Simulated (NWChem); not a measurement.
Total energies of BrGe

```xyz
2

Ge     0.0000     0.0000     1.2298
Br     0.0000     0.0000    -1.1244
```
Charge 0, spin multiplicity 2.

The numbers come from NWChem runs, not from measurements. The geometry was optimised at UB3LYP/def2-SVP, a minimum by its harmonic frequencies.

Basis set: def2-SVP (64 functions).

```csv
method,total energy (Ha)
UHF,-4647.22459
UMP2,-4647.63968
UB2PLYP,-4649.81615
UPBE,-4649.89041
UB3LYP,-4650.66310
UM06-2X,-4650.63833
```

Total energies of different functionals aren't comparable as a measure of quality: only differences taken within one method are. 

The Hamiltonian is non-relativistic. The correlated methods keep 18 core orbitals frozen. B3LYP has NWChem's definition, with VWN1-RPA local correlation. This spin state was chosen for the runs; another may lie lower. The structure started from a generated list of species. The unpaired electrons of the parent sit in orbitals of symmetry b2 (C2v labels of the run); other states weren't searched. No SCF solution was tested for a lower state. Open-shell Hartree-Fock references start from PBE0 orbitals.
